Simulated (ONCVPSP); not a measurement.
Ru (Z = 44): variants of one ONCV potential

Base potential:

Ru, optimised norm-conserving Vanderbilt (ONCV), made with ONCVPSP 4.0.1 (LDA (Perdew-Zunger), fully relativistic). Core [Ar] 3d10, reference 4s2 4p6 4d7 5s1. Waves: 4s+5s: rc 1.70 bohr, ncon 5, nbas 8, qcut 5.5 1/bohr, 3 projectors, debl 3.3 Ha; 4p: rc 1.90 bohr, ncon 4, nbas 8, qcut 6.4 1/bohr, 2 projectors, debl 1.5 Ha; 4d: rc 1.60 bohr, ncon 3, nbas 6, qcut 5.5 1/bohr, local. Local part: the d channel. Core correction: Teter function, fcfact 2.75, rcfact 1.65.

Open shells are filled in proportion to 2j + 1.

In the p channel the program set the typed energies aside and used -1.670, 0.250 Ha (j = l + 1/2; the other j can differ).

All-electron outer shells of the reference configuration (LDA (Perdew-Zunger), scalar-relativistic, ld1.x):

| shell | level (eV) | outermost node (bohr) | outermost maximum (bohr) |
| --- | --- | --- | --- |
| 3d | -273.50 | – | 0.30 |
| 4s | -76.44 | 0.48 | 0.91 |
| 4p | -46.53 | 0.49 | 0.98 |
| 4d | -5.40 | 0.48 | 1.21 |
| 5s | -4.52 | 1.24 | 2.73 |

Cutoffs, loose and tight: the cutoffs (Ha) at which the residual kinetic energy of the hardest occupied pseudo-wave falls to 1 and 0.1 mHa per electron. They do not see the model core or the augmentation charge, which bear on the density cutoff. Test errors are all-electron minus pseudo excitation energies from the reference, over the configurations 4s2 4p6 4d7 5s0; 4s2 4p6 4d6 5s0; 4s2 4p6 4d5 5s0; 4s2 4p6 4d6 5s1. A dash means not determined; rows that change the core or the reference have their own tests.

A true bound ghost makes a file unfit for plane-wave use even where its test errors are small: the radial tests pick states by their node count and pass the ghost by.

| change | outcome | cutoff, loose | cutoff, tight | bound ghosts | GHOST(+) flags above zero | largest test error (meV) |
| --- | --- | --- | --- | --- | --- | --- |
| base | generated, projector energies reset by the program, misses its reference levels by 0.19 eV | 46 Ha | 74 Ha | p3/2, p1/2 | s | -31 |
| functional PBE | generated, projector energies reset by the program, misses its reference levels by 0.19 eV | 46 Ha | 74 Ha | p3/2, p1/2 | s | -31 |
| p: qcut 9.5 | generated, projector energies reset by the program, misses its reference levels by 0.19 eV | 46 Ha | 74 Ha | p3/2, p1/2 | s | -30 |
| all radii but the core radius scaled by about 0.93 (s 1.58, p 1.76, d 1.48 bohr) | generated, projector energies reset by the program, misses its reference levels by 0.19 eV | 56 Ha | 87 Ha | p3/2, p1/2 | s | -20 |
| p: qcut 8.2 | generated, projector energies reset by the program, misses its reference levels by 0.19 eV | 46 Ha | 74 Ha | p3/2, p1/2 | s | -30 |
| core correction Teter function, fcfact 2.75, rcfact 1.94 | generated, projector energies reset by the program, misses its reference levels by 0.19 eV | 46 Ha | 74 Ha | p3/2, p1/2 | s | -44 |
| core correction Teter function, fcfact 3.1, rcfact 1.65 | generated, projector energies reset by the program, misses its reference levels by 0.19 eV | 46 Ha | 74 Ha | p3/2, p1/2 | s | -31 |

(1) What comes out with this change to the base: d: ncon 5, nbas 8?

(2) What comes out with this change to the base: reference 4s2 4p6 4d7 5s0.5?

## Answers

(1) outcome: generated, projector energies reset by the program, misses its reference levels by 0.20 eV; cutoff, loose: 68 Ha; cutoff, tight: 84 Ha; bound ghosts: none; GHOST(+) flags above zero: s, p1/2; largest test error (meV): -5.5.

(2) outcome: generated, projector energies reset by the program, misses its reference levels by 0.20 eV; cutoff, loose: 46 Ha; cutoff, tight: 75 Ha; bound ghosts: p3/2, p1/2; GHOST(+) flags above zero: s; largest test error (meV): -9.1.
